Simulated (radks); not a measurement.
Results of a calculation; reference values are marked as such.
Question: Coherent X-ray form factor from a spherical all-electron density. Code: a radial shooting solver on a logarithmic mesh with Libxc functionals. Model: Dirac Kohn-Sham, LDA (Slater exchange, Perdew-Wang correlation), spin-unpolarised, spherical densities, finite nucleus; Fermi nuclear charge, rms radius of each element as measured or else 0.836 A^(1/3) + 0.57 fm.

sin(theta)/lambda (1/angstrom),f0 (electrons)
0.05,9.932
0.1,9.734
0.15,9.417
0.2,8.999
0.25,8.504
0.3,7.956
0.4,6.794
0.5,5.668
0.6,4.674
0.8,3.204
1,2.335
1.25,1.770
1.5,1.487
2,1.191

The species is in the configuration that NIST lists as its ground one. Which atom or ion scatters so?

Answer: The aluminium ion Al3+, [Ne]. Extrapolating in s^2 from the first two rows gives f0(0) = 10.0, near the electron count 10; among species with that count, the fall with angle is slower the higher Z, and the table is that of Z = 13; from so few rows the species is fixed only to a neighbour or two.
